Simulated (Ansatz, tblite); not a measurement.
Cost and result up the ladder for Sn2Ge2 (4 atoms). Total charge 0; singlet. Geometry: PBE0-D4/def2-SVP.

| atom | x (Å) | y (Å) | z (Å) |
| --- | --- | --- | --- |
| Ge1 | -0.062 | -0.620 | -1.081 |
| Ge2 | -1.234 | 1.462 | -1.047 |
| Sn3 | 0.002 | 0.860 | 1.278 |
| Sn4 | 1.294 | -1.701 | 0.851 |

Ansatz on 2 threads of AMD EPYC 7R13 on a shared host; xTB runs through tblite on one thread. Times are rough, summed over both states, and most runs start from the orbitals of an earlier one. PBE0-D4/def2-TZVP serves as the yardstick here, not as an exact answer. The other state is a doublet.

In the def2 sets Sn takes a core potential; there is no spin–orbit coupling. The xTB rows come from tblite. The structure comes from a short search, and lower isomers may exist.

Raw xTB energies of ions are shifted by several eV.

```
                            level  functions  wall time  vertical IE (eV)  difference from PBE0-D4/def2-TZVP (eV)
                         GFN1-xTB         36    0.012 s             11.75                                    4.38
                         GFN2-xTB         36    0.026 s             11.69                                    4.32
                 PBE-D4/def2-TZVP        196       12 s              7.27                                   -0.10
r2SCAN-D4/def2-TZVP (with forces)        196       27 s              7.36                                   -0.01
                PBE0-D4/def2-TZVP        196       36 s              7.38                                    0.00
```
